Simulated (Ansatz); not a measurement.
```yaml
crystal:
  periodic: [false, false, false]
  atoms:
    - {symbol: C, position_ang: [-0.808220, 0.882653, 0.775937]}
    - {symbol: C, position_ang: [-0.860570, -0.415139, 0.126025]}
    - {symbol: O, position_ang: [0.283984, -1.117740, 0.298134]}
    - {symbol: In, position_ang: [1.829479, -0.819335, -0.741996]}
    - {symbol: Cl, position_ang: [1.391522, 0.630041, -2.393480]}
    - {symbol: H, position_ang: [-0.577502, 0.774582, 1.793049]}
    - {symbol: H, position_ang: [-1.729921, 1.378438, 0.694535]}
    - {symbol: H, position_ang: [-0.078089, 1.492493, 0.329427]}
    - {symbol: H, position_ang: [-1.636099, -0.991944, 0.544192]}
    - {symbol: H, position_ang: [-1.087918, -0.288105, -0.895694]}
    - {symbol: H, position_ang: [3.273353, -1.525945, -0.530129]}
basis:
  gaussian: {orbitals: def2-TZVPD}
magnetization: {spin_polarized: true, initial_magnetization: 1}
hamiltonian: {xc: {name: r2SCAN}, dispersion: d3bj}
```

```sh
$ ansatz run in.yaml --threads 4 --pin off --events-out ev --progress --plain --max-ram 10444MiB
```

Output, abridged:

```
Error: a molecule whose nuclei and cores have a total charge of 64 cannot have a net charge of 0 together with 1 unpaired electrons
```

In this input the number of unpaired electrons doesn't fit the electron count. The input was rejected before any iteration.
